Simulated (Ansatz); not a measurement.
Born–Oppenheimer molecular dynamics of C2H8ClNOSn (14 atoms, charge 0, multiplicity 1). It starts from a relaxed structure.

Method: Ansatz 0.2.0, RKS PBE/def2-SVP.

```json
{"ensemble": "NVT, Nosé–Hoover chain", "time step": "0.5 fs", "steps asked": "150", "set temperature": "700 K", "thermostat": "time constant 1 fs, chain length 1", "seed": "941104"}
```

First frame:

```xyz
14
Properties=species:S:1:pos:R:3
Sn -0.151 -0.109 -0.102
Cl -0.063 0.004 2.295
O 1.769 -0.044 -0.670
H 2.329 -0.049 0.132
N -0.970 1.518 -1.030
C -2.408 1.712 -0.995
H -2.940 0.737 -1.005
H -2.769 2.288 -0.106
H -2.739 2.272 -1.901
C -0.189 2.743 -1.048
H -0.422 3.328 -1.969
H -0.382 3.415 -0.175
H 0.892 2.499 -1.072
H -0.962 -1.555 -0.571
```

(1) How far do the bonds stretch over the last three quarters of this one trajectory? (Pairs bonded in most of those frames.)

Results:

(1) 
| bond | mean (Å) | spread (Å) | shortest | longest |
| --- | --- | --- | --- | --- |
| Sn1–Cl2 | 2.438 | 0.030 | 2.38 | 2.47 |
| Sn1–O3 | 2.009 | 0.060 | 1.92 | 2.11 |
| Sn1–N5 | 2.102 | 0.081 | 1.98 | 2.20 |
| Sn1–H14 | 1.742 | 0.056 | 1.63 | 1.83 |
| O3–H4 | 0.985 | 0.023 | 0.94 | 1.04 |
| N5–C6 | 1.460 | 0.033 | 1.42 | 1.52 |
| N5–C10 | 1.464 | 0.038 | 1.41 | 1.54 |
| C6–H7 | 1.119 | 0.020 | 1.08 | 1.16 |
| C6–H8 | 1.130 | 0.048 | 1.05 | 1.21 |
| C6–H9 | 1.119 | 0.010 | 1.10 | 1.14 |
| C10–H11 | 1.120 | 0.026 | 1.06 | 1.17 |
| C10–H12 | 1.133 | 0.078 | 1.00 | 1.29 |
| C10–H13 | 1.110 | 0.036 | 1.04 | 1.17 |

Pairs bonded in part of these frames only: Sn1–H4 11 %.

Mean temperature of the second half: 700 K. The conserved energy stayed within 0.66 meV per atom of its start (net change 0.093 meV per atom), so the integration is sound. A run of 0.075 ps of so small a system gives no equilibrium averages.

Run time: 4.9 min on 4 threads of Arm Neoverse V1, on a shared host, peak memory 0.2 GiB.
